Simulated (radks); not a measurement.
Fractional charge and spin in the 4p shell of ruthenium: the spin-up occupation runs from 2 to 3 and the spin-down occupation from 2 to 3; the fullest corner is Ru2+, [Ar] 3d10 4s2 4d(up 3, down 3) 4p(up 3, down 3). All-electron calculation, scalar-relativistic Kohn-Sham, SCAN, spin-polarised, spherical densities, finite nucleus; meta-GGA in the generalised Kohn-Sham scheme; Fermi nuclear charge, rms radius of each element as measured or else 0.836 A^(1/3) + 0.57 fm. Program: a radial shooting solver on a logarithmic mesh with Libxc functionals. Energy (eV) minus the two flat planes that join the four corners (they meet along the diagonal where the two added fractions sum to one electron); zero is where a piecewise linear energy would lie.

down \ up       2    2.25     2.5    2.75       3
2           0.000  -1.520  -2.026  -1.510   0.000
2.25       -1.520  -1.897  -1.274   0.328  -1.412
2.5        -2.026  -1.274   0.450  -1.187  -1.860
2.75       -1.510   0.328  -1.187  -1.768  -1.378
3           0.000  -1.412  -1.860  -1.378   0.000

Corners above the fullest one (they belong to Ru3+ and the next ion): (up 3, down 2) 75.205 eV, (up 2, down 3) 75.205 eV, (up 2, down 2) 167.71 eV. With half an added electron in each spin the energy lies 0.450 eV from the planes, and with half an added electron in spin up alone -2.026 eV. The planes are only a guide here: the flat-plane condition holds for ground states with one frontier orbital, while this shell lies below other occupied shells, so the corners above the fullest one are inner-hole states and not the ground states of those ions.
